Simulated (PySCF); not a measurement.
NO2, SMILES O=N[O-], charge -1.

Geometry optimised at TPSSh-D3(BJ)/def2-TZVPD.

Two levels are set side by side: PBE/def2-TZVPD (PySCF) and PBE0/def2-TZVPD (PySCF). Same geometry, gas phase. Differences are taken from unrounded values.

```tsv
quantity	PBE0	PBE	PBE minus PBE0
orbital gap (eV)	5.58	2.87	-2.72
highest occupied level (eV)	-0.18	1.30	1.48
lowest empty level (eV)	5.40	4.17	-1.23
mean polarisability (bohr³)	30.4	35.7	5.3
```

PBE's occupied levels lie high since its potential decays too fast outside the molecule; exact exchange lowers them and widens the gap. PBE's more diffuse valence density responds more strongly to a field. Differences between two approximate levels are no errors against the true value.

Rough cost on one machine, each run with all the roots and properties that it gave: PBE0 against PBE within a factor of 2.
